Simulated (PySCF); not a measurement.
Compound: C₆H₁₁N₂ (doublet state).
Cartesian coordinates in Å at the GFN2-xTB level; atoms count from 1:
```
atom  x, y, z in Å
C1    -1.0094    1.4137   -0.9484
C2    -0.3238    0.9971    0.2811
C3     1.1993    0.9282    0.0891
C4     1.4759   -0.4614   -0.4361
N5     2.5265   -0.9201   -0.9470
C6     0.2472   -1.3039   -0.2521
C7    -0.6598   -0.4831    0.6806
N8    -2.0766   -0.7370    0.6182
H9    -1.9417    1.9402   -0.9065
H10   -0.6175    1.1379   -1.9094
H11   -0.6151    1.6519    1.1061
H12    1.5721    1.6980   -0.5883
H13    1.7112    1.0469    1.0478
H14    3.2945   -0.2568   -1.0301
H15   -0.2353   -1.4396   -1.2239
H16    0.4953   -2.2904    0.1378
H17   -0.3452   -0.6389    1.7194
H18   -2.2880   -1.6886    0.8948
H19   -2.4195   -0.5848   -0.3254
```

The hyperfine couplings belong to this conformer and change with its torsions.

The species is `[H]/N=C1\C[C@@H]([CH2])[C@@H](N)C1` [radical].

The calculation used UKS B3LYP, pcH-1 on C H N, non-relativistic, mean-field spin-orbit, GIAO (PySCF). The structure is a single GFN2-xTB conformer in the gas phase; no vibrational or solvent corrections. A GFN2-xTB geometry isn't a minimum of the functional, and hyperfine couplings can be far from their values at a DFT geometry. Stability of the SCF solution: not tested.

The Mulliken spin populations are largest on C1 (+1.06), C2 (-0.09) and C7 (+0.07). C1 is the only atom above +0.15. The angles at C1 add up to 359.9°, so it is planar; its axial dipolar tensor and the negative couplings of its protons fit spin in a p orbital normal to that plane.

Problem. McConnell's relation a(H) = Q·ρ ties the coupling of a proton on a planar π carbon to the spin population of that carbon. What Q do the computed values give?

Solution. 
```
  H   C    ρ(C)  a(H) (G)  a/ρ (G)
 H9  C1  +1.064    -22.49    -21.1
H10  C1  +1.064    -22.23    -20.9
```

These protons share one ρ (within 0.01), so their mean ratio, Q = -21.0 G, is no test of linearity.

Couplings in gauss use g_iso = 2.0027.

On Arm Neoverse N1, one thread, shared host with 64 logical CPUs at a one-minute load of 32, this took 2.4 min of wall time (grids of density and orbitals included) and 0.97 GiB of memory at its peak.
